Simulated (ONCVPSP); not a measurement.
# A failed generation for Re (Z = 75)

Input:

```
# ATOM AND REFERENCE CONFIGURATION
# atsym  z   nc   nv     iexc    psfile
  Re 75.00   10    3        4      upf
#
#   n    l    f
    1    0    2.00
    2    0    2.00
    2    1    6.00
    3    0    2.00
    3    1    6.00
    3    2   10.00
    4    0    2.00
    4    1    6.00
    4    2   10.00
    4    3   14.00
    5    0    2.00
    5    1    6.00
    5    2    5.00
#
# PSEUDOPOTENTIAL AND OPTIMIZATION
# lmax
    2
#
#   l,   rc,      ep,       ncon, nbas, qcut
    0    1.50    0.00    4    7   10.10
    1    1.25    0.00    3    8    7.00
    2    2.75    0.00    4    8    7.90
#
# LOCAL POTENTIAL
# lloc, lpopt,  rc(5),   dvloc0
    4    2    0.80   -1.00
#
# VANDERBILT-KLEINMAN-BYLANDER PROJECTORs
# l, nproj, debl
    0    3    3.60
    1    3    3.40
    2    2    1.90
#
# MODEL CORE CHARGE
# icmod, fcfact, rcfact
    3    5.50    1.50
#
# LOG DERIVATIVE ANALYSIS
# epsh1, epsh2, depsh
   -5.00    5.00    0.04
#
# OUTPUT GRID
# rlmax, drl
    6.00    0.01
#
# TEST CONFIGURATIONS
# ncnf
    4
# nvcnf
#   n    l    f
    4
    5    0    2.00
    5    1    6.00
    5    2    5.00
    6    0    2.00
#
    4
    5    0    2.00
    5    1    6.00
    5    2    5.00
    6    0    1.00
#
    3
    5    0    2.00
    5    1    6.00
    5    2    4.00
#
    4
    5    0    2.00
    5    1    6.00
    5    2    5.00
    6    0    1.50
#
```

```bash
oncvpsp.x < Re.dat > Re.out
```

End of the output:

```
     half-point radius =  3.5918

   Wellstate for l =  0  n =  8
     eigenvalue =   3.8500
     asymptotic potential =   4.3500
     half-point radius =  2.7039

Calculating optimized projector #   1

 for l=   0

    Fraction of norm inside rc  0.907984
    Optimizing pswf for qcut=  10.11 a_B^-1,  ecut=  51.13 Ha
    Residual kinetic energy error=  1.88D-07 Ha
 ERROR pspot:  first pseudo wave function has node,          program will stop
 ERROR pspot: try changing psp parameters for this l
```

Q: Why did it fail, and what change makes it run?

A: The run stopped because the optimised pseudo-wave of the first projector has a node, so the radial equation cannot be inverted for a potential. A run that differs only in the following succeeds: s: qcut 7.6; p: qcut 5.3; d: qcut 6. This is one of several that fit.
